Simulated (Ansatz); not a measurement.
Cost and result for the atomization energy of `[SiH3][SiH2][O][GeH3]` (12 atoms, 11 bonds).

| atom | x (Å) | y (Å) | z (Å) |
| --- | --- | --- | --- |
| Si1 | 1.565 | -0.347 | 1.264 |
| Si2 | -0.762 | -0.495 | 0.977 |
| O3 | -1.193 | -0.459 | -0.603 |
| Ge4 | -0.862 | 0.634 | -1.964 |
| H5 | 2.082 | 0.941 | 0.723 |
| H6 | 1.898 | -0.409 | 2.715 |
| H7 | 2.270 | -1.457 | 0.566 |
| H8 | -1.397 | 0.631 | 1.724 |
| H9 | -1.264 | -1.771 | 1.555 |
| H10 | -1.609 | 0.035 | -3.159 |
| H11 | 0.658 | 0.663 | -2.196 |
| H12 | -1.388 | 2.033 | -1.603 |

The species carries charge 0 and has multiplicity 1. Correlated methods include outer-core shells of Ge, which these sets cover unevenly. Scalar relativity is left out up to krypton. The structure was optimised at the PBE0-D4/def2-TZVP level. It is one conformer, not always the lowest. Program: Ansatz. All runs use 4 threads of an Intel Xeon 6975P-C on a shared host. Times are those of one run each, without the atoms' runs, and a repeat can differ threefold. Electronic energies, without spin–orbit coupling; frozen cores. CCSD(T)/CBS adds CCSD(T) − MP2 in def2-TZVPP to the MP2 limit, and its time is that of the two runs behind it. T1 = 0.013. With those shells the extrapolation isn't a true limit. B3LYP takes the VWN-RPA correlation (the form of Gaussian; ORCA's B3LYP/G).

CCSD(T)/CBS is a level of theory with its own doubt, some kJ/mol a heavy atom from the limit and from the frozen cores, so smaller differences don't rank the functionals.

```
                             level  functions  wall time  atomization (kJ/mol)  difference from CCSD(T)/CBS  per bond
            LDA (SPW92)/def2-TZVPP        275      1.1 s                4005.6                        378.6      34.4
                BLYP-D4/def2-TZVPP        275      1.6 s                3557.0                        -70.0      -6.4
              revPBE-D4/def2-TZVPP        275      1.6 s                3499.1                       -127.9     -11.6
   PBE-D4/def2-TZVPP (with forces)        275      1.8 s                3558.3                        -68.7      -6.2
r2SCAN-D4/def2-TZVPP (with forces)        275      2.9 s                3605.2                        -21.8      -2.0
           CAM-B3LYP-D4/def2-TZVPP        275        3 s                3619.4                         -7.6      -0.7
 B3LYP-D4/def2-TZVPP (with forces)        275      3.9 s                3594.8                        -32.2      -2.9
                 B2PLYP/def2-TZVPP        275      4.1 s                3554.1                        -72.9      -6.6
                  CCSD(T)/def2-SVP        122      4.2 s                3359.8                       -267.2     -24.3
                ωB97X-V/def2-TZVPP        275      5.5 s                3643.3                         16.3       1.5
                    MP2/def2-QZVPP        526       19 s                3574.2                        -52.8      -4.8
                CCSD(T)/def2-TZVPP        275       61 s                3542.2                        -84.8      -7.7
                 CCSD(T)/CBS(def2)          –       80 s                3627.0                          0.0       0.0
```

Leaving LDA and LC-ωPBE aside and taking each functional with its dispersion term where it has one, the values spread over 144.2 kJ/mol, from revPBE-D4 to ωB97X-V. LDA lies +474.4 kJ/mol from PBE without D4, its usual overbinding. From BLYP to BHLYP (50 % exact exchange), in def2-TZVPP and without D4, the atomization energy moves by +14.2 kJ/mol. At CCSD(T), def2-SVP lies −267.1 kJ/mol from the extrapolated value and def2-TZVPP −84.8 kJ/mol: correlation converges slowly with the basis, and small sets miss more of it in the bonded molecule than in its fragments.

For some Ge, Se and Sn compounds the MP2-based and the directly extrapolated limit differ by 10 to 25 kJ/mol.
